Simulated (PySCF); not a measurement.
Structure with atom numbers: `[CH3:1][O:2][SiH2:3][CH2:4]/[CH:5]=[CH:6]\[CH:7]=[CH:8]\[F:9]`. Each H is labelled by its parent atom.

[PySCF 2.14: σ from GIAO-PBE0/pcSseg-1; structure optimised with GFN2-xTB; rapidly exchanging positions averaged; isolated molecule; single conformer; non-relativistic]

Referencing at the same level of theory: $^{13}$C (186.93 ppm) against TMS.

Question: Do the $^{13}$C shifts follow the atomic charges (in e)? Tabulate both.

Answer: 
```json
{"atoms": "C8", "hybridisation": "sp2", "δ (ppm)": "163.4", "σ para (ppm)": "-224", "Hirshfeld": "+0.04", "IAO": "+0.14", "Mulliken": "+0.26", "ESP-fitted": "-0.04"}
{"atoms": "C5", "hybridisation": "sp2", "δ (ppm)": "131.2", "σ para (ppm)": "-202", "Hirshfeld": "-0.04", "IAO": "-0.14", "Mulliken": "-0.20", "ESP-fitted": "+0.04"}
{"atoms": "C6", "hybridisation": "sp2", "δ (ppm)": "126.8", "σ para (ppm)": "-193", "Hirshfeld": "-0.06", "IAO": "-0.17", "Mulliken": "-0.12", "ESP-fitted": "-0.41"}
{"atoms": "C7", "hybridisation": "sp2", "δ (ppm)": "115.8", "σ para (ppm)": "-185", "Hirshfeld": "-0.07", "IAO": "-0.20", "Mulliken": "-0.20", "ESP-fitted": "-0.06"}
{"atoms": "C1", "hybridisation": "sp3", "δ (ppm)": "54.1", "σ para (ppm)": "-106", "Hirshfeld": "-0.03", "IAO": "-0.20", "Mulliken": "-0.00", "ESP-fitted": "-0.13"}
{"atoms": "C4", "hybridisation": "sp3", "δ (ppm)": "20.2", "σ para (ppm)": "-89", "Hirshfeld": "-0.16", "IAO": "-0.55", "Mulliken": "-0.47", "ESP-fitted": "-0.53"}
```

Correlation coefficients of δ with charge over these carbons: Hirshfeld +0.75, IAO +0.88, Mulliken +0.66, ESP-fitted +0.60; with the paramagnetic shielding -0.99. Among the 4 sp2 carbons alone: Hirshfeld +0.99, IAO +0.98, Mulliken +0.95, ESP-fitted +0.23. With so few points, grouped by hybridisation, these coefficients are fragile. Charge is one influence among several: hybridisation and low-lying excitations act through the paramagnetic term.

Shifts are as computed. Against solution values, carbons near 30 ppm lie about +3 ppm off and those near 130 ppm about +5 ppm. Of 1211 compounds with measured shifts, 218 miss one by over three times the rms of a fit or turn the order of signals round; such compounds aren't used in these exercises.
